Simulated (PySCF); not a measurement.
A structure optimised at B3LYP-D3(BJ)/def2-SVP, used in a PySCF frequency run:

```
Al
O 1 1.6979
H 2 0.9606 1 128.73
S 1 2.1831 2 117.20 3 180.00
H 4 1.3548 1 92.38 2 0.00
S 1 2.1887 2 122.02 3 0.00
H 6 1.3542 1 93.57 2 180.00
```
Charge 0, spin multiplicity 1.

Q: Write its SMILES, formula and point group.

A: [OH][Al]([SH])[SH], AlH₃OS₂, Cs

Q: What are its rotational constants (standard atomic weights)?

A: 4.3779, 2.0982, 1.4184 GHz
